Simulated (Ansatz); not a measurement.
Abstraction of F: NOF + C2H5Sn → NO + C2H5FSn

Gas-phase species: NOF (nitrosyl fluoride) `O=NF`, singlet; C2H5Sn `C=[CH][SnH2]`, doublet; NO (nitric oxide), doublet; C2H5FSn `C=[CH][SnH2][F]`, singlet. A radical takes F: the energy is the difference in strength between the N–F bond broken and the Sn–F bond made.

Shapes, held fixed at every level: PBE0-D4/def2-TZVP. Flexible molecules stand in one conformer, not always the lowest. Programs: Ansatz 0.2.0. The zero-point and thermal change to 298 K, harmonic and unscaled (PBE0-D4/def2-TZVP), is +2.7 kJ/mol.

Estimate ΔH(298 K) of this reaction.

The highest level, CCSD(T)/def2-TZVPP, gives ΔH(298 K) = -243.1 kJ/mol; the levels span -322.9 to -206.8. The column of differences is taken from that level and isn't an error. No measured value is set beside it here. Spin contamination: C2H5Sn (⟨S²⟩ up to 0.83), NO (⟨S²⟩ up to 0.78). Open shells run unrestricted. For atoms past krypton def2 sets carry core potentials with scalar relativity. Outer-core shells of Sn are correlated, in sets that cover them unevenly.

```csv
level,kind,ΔH(298 K) (kJ/mol),less CCSD(T)/def2-TZVPP
MP2/def2-TZVPP,perturbation theory,-249.5,-6.4
HF/def2-SVP,Hartree–Fock,-322.9,-79.8
HF/def2-TZVPP,Hartree–Fock,-322.6,-79.5
r2SCAN-D4/def2-TZVPP,meta-GGA,-206.8,+36.3
B3LYP-D4/def2-TZVPP,global hybrid,-226.8,+16.3
PBE0-D4/def2-TZVPP,global hybrid,-221.9,+21.2
B2PLYP/def2-TZVPP,double hybrid,-236.6,+6.5
CCSD(T)/def2-TZVPP,coupled cluster or CI,-243.1,0.0
```
